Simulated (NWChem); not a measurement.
Species: C₂H₂FI; SMILES F/C=C\I

```xyz
6

F     -0.8367     2.3861     0.0000
C      0.4787     2.1611     0.0000
C      1.0319     0.9396     0.0000
I     -0.0894    -0.8299     0.0000
H      1.0810     3.0866     0.0000
H      2.1232     0.8177     0.0000
```
Atoms are numbered in this order, from 1.

Program: NWChem. Coordinates come from a PBE-D3(BJ)/def2-SVP optimisation. def2 effective core potentials on I; no spin-orbit coupling. Vertical excitations in the gas phase; the lowest state need not have the same character in each row.

```json
[
 {"level": "PBE/def2-SVP, full TDDFT", "lowest excitation, singlet (eV)": "4.43", "oscillator strength of that lowest state": "0.001", "lowest state with f > 0.02, singlet (eV)": "5.57", "orbital gap (eV)": "4.14"},
 {"level": "B3LYP/def2-SVP, full TDDFT", "lowest excitation, singlet (eV)": "4.59", "oscillator strength of that lowest state": "0.001", "lowest state with f > 0.02, singlet (eV)": "6.05", "orbital gap (eV)": "5.75"},
 {"level": "LDA (Slater exchange, VWN5)/def2-SVP, full TDDFT", "lowest excitation, singlet (eV)": "4.42", "oscillator strength of that lowest state": "0.001", "lowest state with f > 0.02, singlet (eV)": "5.53", "orbital gap (eV)": "4.09"},
 {"level": "CAM-B3LYP/def2-SVP, full TDDFT", "lowest excitation, singlet (eV)": "4.75", "oscillator strength of that lowest state": "0.001", "lowest state with f > 0.02, singlet (eV)": "6.56", "orbital gap (eV)": "8.62"}
]
```
